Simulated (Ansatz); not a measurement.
`C[N](C)[Ga]([Cl])[Cl]` + `O[Si](Cl)(Cl)Cl` → `C[N](C)[Ga]([OH])[Cl]` + silicon tetrachloride  (redistribution)

Computed with Ansatz on PBE0-D4/def2-TZVP structures; ΔE is electronic, products minus reactants. CCSD(T)/CBS is the MP2 limit (def2-TZVPP, def2-QZVPP) plus CCSD(T) − MP2 in def2-TZVPP, frozen cores. DFT in def2-TZVPP. For Ga outer-core shells are correlated without core-valence functions, which leaves a few kJ/mol of doubt a bond. Scalar relativity is left out up to krypton. Each species was taken in one conformer, which may not be the lowest.

```tsv
level	ΔE (kcal/mol)
PBE	16.9
HF/def2-QZVPP	23.0
```

Q: What does CCSD(T)/CBS give? (Best estimate.)

A: Computed: +18.4 kcal/mol. The listed levels differ from it by -1.5, 4.6 kcal/mol.

Largest T1 diagnostic among the species: 0.013.

In def2-TZVPP, CCSD(T) changes the Hartree–Fock value by −4.3 kcal/mol (the triples alone add −0.6 kcal/mol) and MP2 by −5.3 kcal/mol. From PBE to PBE0 (25 % exact exchange), in def2-TZVPP and without D4, ΔE moves by +1.6 kcal/mol.
